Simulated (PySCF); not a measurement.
Method: PBE-D3(BJ)/def2-TZVP // CAM-B3LYP-D3(BJ)/def2-TZVP (PySCF 2.14.0). Gas-phase values, no solvent. Excitations are Tamm–Dancoff values on a coarser integration grid. The basis has no diffuse functions, so Rydberg states are missing or too high.

Reference species (SMILES): `C#CC=C` (neutral, multiplicity 1).

```json
{
  "T1 excitation (TDA)": "3.52 eV",
  "HOMO–LUMO gap": "4.30 eV"
}
```

Changed species: `C=C1C=C1`.

### Question
Give the shifts of the T1 excitation (TDA) and HOMO–LUMO gap.

### Answer
the T1 excitation (TDA) falls by 0.57 eV, to 2.95 eV; the HOMO–LUMO gap drops by 0.94 eV, to 3.36 eV.
